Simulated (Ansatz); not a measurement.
Compare A (`C[SiH2][SiH2][AlH2]`) with its isomer B (`[AlH2][SiH2]C[SiH3]`).

Calculated with Ansatz (gas phase, PBE0-D4/def2-TZVP geometries, no zero-point term in ΔE). CCSD(T)/CBS is the MP2 limit (def2-TZVPP, def2-QZVPP) plus CCSD(T) − MP2 in def2-TZVPP, frozen cores. Functionals use def2-TZVPP. B3LYP here is the variant with VWN-RPA as its local correlation; programs differ in this. Each species was taken in one conformer, which may not be the lowest.

A:

```xyz
13

C    -0.754   -1.636    0.978
Si   -0.891    0.235    1.048
Si   -0.227    1.188   -0.990
Al    2.129    0.678   -1.400
H    -1.400   -2.039    0.195
H    -1.053   -2.081    1.930
H     0.270   -1.947    0.763
H    -0.014    0.766    2.132
H    -2.289    0.635    1.377
H    -1.081    0.582   -2.057
H    -0.506    2.653   -0.968
H     3.259    1.794   -1.336
H     2.557   -0.829   -1.672
```

B:

```xyz
13

Al    0.446    0.664   -1.845
Si   -1.338   -0.479   -0.585
C    -0.328   -0.976    0.957
Si    0.806    0.461    1.242
H     0.420    2.218   -2.180
H     1.574   -0.267   -2.476
H    -2.457    0.394   -0.127
H    -1.955   -1.690   -1.202
H     0.273   -1.858    0.713
H    -0.939   -1.209    1.832
H     0.076    1.697    1.617
H     1.960    0.252    2.154
H     1.462    0.793   -0.101
```

(1) Which is lower in electronic energy at CCSD(T)/CBS, and by how much? (Best estimate.)

(2) Give E(B) − E(A) in kcal/mol with B3LYP, MP2/def2-TZVPP, HF/def2-TZVPP, CCSD(T)/def2-TZVPP, PBE0-D4, r2SCAN-D4, ωB97M-V. (Best estimate.)

Largest T1 diagnostic: 0.012.

## Answers

(1) Ansatz gave: A, by 0.3 kcal/mol. So small a gap doesn't settle the order.

(2) Ansatz gave: B3LYP 3.1, MP2/def2-TZVPP -0.9, HF/def2-TZVPP 3.5, CCSD(T)/def2-TZVPP 0.5, PBE0-D4 1.2, r2SCAN-D4 0.8, ωB97M-V -1.3. The order is the other way round with MP2/def2-TZVPP, ωB97M-V.

The D4 term adds −1.6 kcal/mol with B3LYP and −0.8 kcal/mol with PBE0; it sums over pairs of atoms, weighted by their polarisabilities, and B3LYP, whose exchange is more repulsive, gets the larger term. In def2-TZVPP, CCSD(T) changes the Hartree–Fock value by −3.0 kcal/mol (the triples alone add −0.5 kcal/mol) and MP2 by −4.3 kcal/mol.
